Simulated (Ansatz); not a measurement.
CH₄ClFSeSi (`C[Se][SiH](F)Cl`), relaxed with RKS PBE0-D4/def2-TZVP in the Gaussian-basis code of Ansatz from a PBE-D4/def2-SVP geometry. The force threshold is 0.005 eV/Å; the program also tests the step.

Charge 0, multiplicity 1.

Start:

```xyz
9

C    -0.022    1.252   -1.030
Se   -0.036   -0.709   -1.319
Si   -0.091   -1.256    0.880
F     0.115   -2.873    0.966
Cl    1.447   -0.326    1.921
H     0.076    1.702   -2.035
H    -0.968    1.589   -0.567
H     0.845    1.534   -0.405
H    -1.365   -0.914    1.588
```

Task: How much energy does the relaxation release, and in how many steps? (Best estimate.)

Result: The calculation gave: 0.07 eV, in 11 steps.

Task: Which bonds change most? (An estimate is asked.)

Result: Computed: Si3–F4 from 1.632 to 1.588 Å; Si3–Cl5 from 2.076 to 2.044 Å; Se2–Si3 from 2.267 to 2.242 Å; C1–Se2 from 1.982 to 1.961 Å.

Task: Give the relaxed structure. (Estimate.)

Result: Computed: 
```xyz
9

C    -0.027    1.233   -1.017
Se    0.067   -0.704   -1.308
Si   -0.070   -1.239    0.865
F     0.057   -2.819    0.964
Cl    1.436   -0.396    1.961
H    -0.032    1.681   -2.009
H    -0.944    1.498   -0.495
H     0.847    1.568   -0.463
H    -1.335   -0.822    1.503
```
